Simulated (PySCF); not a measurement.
## LiGe⁻: from constants to spectrum

ROHF-CCSD(T) constants of LiGe⁻, triplet, unpaired electrons π ↑↑ (basis Li aug-pcseg-1, Ge aug-pcseg-1; no relativity; PySCF 2.14; masses 7.0160 and 73.9212 u):

```
ωe              : 286.7 cm⁻¹
ωexe            : 2.75 cm⁻¹
Be              : 0.36868 cm⁻¹
αe              : 0.00516 cm⁻¹
D (centrifugal) : 2.44e-06 cm⁻¹
De to Li + Ge⁻  : 1.14 eV
```

(1) Give the vibrational terms G(v) and spacings up to v = 6.

(2) How well does the Morse estimate ωe²/(4ωexe) reproduce De, and what is D0?

Correlated steps freeze 9 core orbitals. Correlated levels converge slowly with the basis: in double zeta they bind strong bonds too weakly, by up to about 1 eV, and carry superposition errors of some tenths. Spin–orbit coupling is left out. For an ion De counts to the pair picked by the measured ionisation energies or electron affinities, which need not be the lowest pair at this level. The CCSD T1 diagnostic is raised, a sign that a single reference may not be enough here. The state was picked by a PBE0 search and need not be the measured ground state.

Results:

(1) G(v) = ωe(v+½) − ωexe(v+½)².

```
v  G(v) (cm⁻¹)  G(v) − G(v−1)  Bv (cm⁻¹)
0        142.7                    0.3661
1        423.9          281.2     0.3609
2        699.6          275.7     0.3558
3        969.8          270.2     0.3506
4       1234.5          264.7     0.3455
5       1493.7          259.2     0.3403
6       1747.4          253.7     0.3351
```

(2) It gives 0.93 eV, 81 % of the computed De. D0 = De − G(0) = 1.14 − 0.02 = 1.12 eV.
